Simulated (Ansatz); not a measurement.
CHF2NZn, SMILES `N=[C](F)[Zn][F]`. Total charge 0; spin multiplicity 1.

```xyz
6

N     0.416    1.561    0.200
C     0.563    0.324    0.248
F     1.735   -0.122    0.751
Zn   -0.578   -1.150   -0.265
F    -1.651   -2.436   -0.746
H    -0.485    1.823   -0.188
```

**Question.** What are the harmonic wavenumbers in cm⁻¹ at PBE0-D4/def2-TZVP (Ansatz, finite differences of forces, unscaled)? (An estimate is asked.)

**Answer.** Computed: 96, 118, 248, 327, 460, 658, 719, 883, 979, 1228, 1742, 3557.

**Question.** Is this a minimum?

**Answer.** Yes, all 12 modes are real.

**Question.** Give the ideal-gas thermochemistry at 298.15 K and 1 bar (rigid rotor, harmonic oscillator; point group Cs, symmetry number 1).

**Answer.** Zero-point energy 65.9 kJ/mol; H(298) − E = 83.5 kJ/mol; entropy 329.0 J/(mol·K), of which translation 169.6, rotation 111.8, vibration 47.6; G(298) − E = -14.6 kJ/mol. Modes under 100 cm⁻¹ are hindered rotations or soft bends, so the harmonic entropy is rough.

**Question.** And at 400, 500, 600, 800 and 1000 K?

**Answer.** 
```json
{"T (K)": "400", "H − E (kJ/mol)": "92.3", "S (J/mol/K)": "354.4", "G − E (kJ/mol)": "-49.4"}
{"T (K)": "500", "H − E (kJ/mol)": "101.8", "S (J/mol/K)": "375.6", "G − E (kJ/mol)": "-86.0"}
{"T (K)": "600", "H − E (kJ/mol)": "112.0", "S (J/mol/K)": "394.2", "G − E (kJ/mol)": "-124.5"}
{"T (K)": "800", "H − E (kJ/mol)": "133.7", "S (J/mol/K)": "425.3", "G − E (kJ/mol)": "-206.5"}
{"T (K)": "1000", "H − E (kJ/mol)": "156.6", "S (J/mol/K)": "450.8", "G − E (kJ/mol)": "-294.2"}
```

**Question.** Rotational constants (cm⁻¹)?

**Answer.** 0.3829, 0.05973, 0.05167.
